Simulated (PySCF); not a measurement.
Isomers of CH6Si3. Isolated molecules, 0 K electronic values unless said otherwise. Strings in code marks are SMILES.

The dipole moment from two functionals at the same geometries (PBE0-D3(BJ)/def2-TZVP), both in PySCF: PBE-D3(BJ)/def2-TZVP and PBE0-D3(BJ)/def2-TZVP. 

```
species                   PBE-D3(BJ)/def2-TZVP (D)
------------------------  ------------------------
`C1[SiH2][SiH]=[SiH]1`                        0.69
`C1=[SiH][SiH2][SiH2]1`                       0.97
`[SiH2]=C=[SiH][SiH3]`                        0.34
`C=[Si]1[SiH2][SiH2]1`                        0.38
`C[SiH]1[SiH]=[SiH]1`                         0.71
`C[Si]1=[SiH][SiH2]1`                         1.93
`[SiH2]1[SiH2]C1=[SiH2]`                      1.61
```

**Question.** What does PBE0-D3(BJ)/def2-TZVP give for each?

**Answer.** 
- `C1[SiH2][SiH]=[SiH]1`: 0.70
- `C1=[SiH][SiH2][SiH2]1`: 1.09
- `[SiH2]=C=[SiH][SiH3]`: 0.35
- `C=[Si]1[SiH2][SiH2]1`: 0.56
- `C[SiH]1[SiH]=[SiH]1`: 0.66
- `C[Si]1=[SiH][SiH2]1`: 1.91
- `[SiH2]1[SiH2]C1=[SiH2]`: 1.84
Over these rows, drawn at random from the members with no instability flagged (it was tested for open shells, ions and some series alone), PBE minus PBE0-D3(BJ): mean -0.07 D, from -0.23 D to +0.06 D.
